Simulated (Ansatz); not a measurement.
Computed with Ansatz on PBE0-D4/def2-TZVP structures; ΔE is electronic, products minus reactants. CCSD(T)/CBS is the MP2 limit (def2-TZVPP, def2-QZVPP) plus CCSD(T) − MP2 in def2-TZVPP, frozen cores. This one scheme is used for every species. Functionals use def2-TZVPP. Elements past krypton have def2 core potentials. For Y outer-core shells are correlated without core-valence functions, which leaves a few kJ/mol of doubt a bond. One conformer a species, not always the lowest.

Consider the ligand exchange at a Y–F bond: `[F][Y]([F])[F]` + NH₃ → `[NH2][Y]([F])[F]` + H–F.

```tsv
level	ΔE (kcal/mol)
r2SCAN-D4	31.7
HF/CBS(def2)	33.6
```

Task: What does CCSD(T)/CBS give? (Best estimate.)

Result: Ansatz gave: +30.1 kcal/mol. The listed levels differ from it by 1.6, 3.5 kcal/mol.

Largest T1 diagnostic among the species: 0.015.

In def2-TZVPP, CCSD(T) changes the Hartree–Fock value by −3.7 kcal/mol (the triples alone add −0.3 kcal/mol) and MP2 by −3.9 kcal/mol. At CCSD(T), def2-SVP lies +3.0 kcal/mol from the extrapolated value and def2-TZVPP −1.4 kcal/mol.
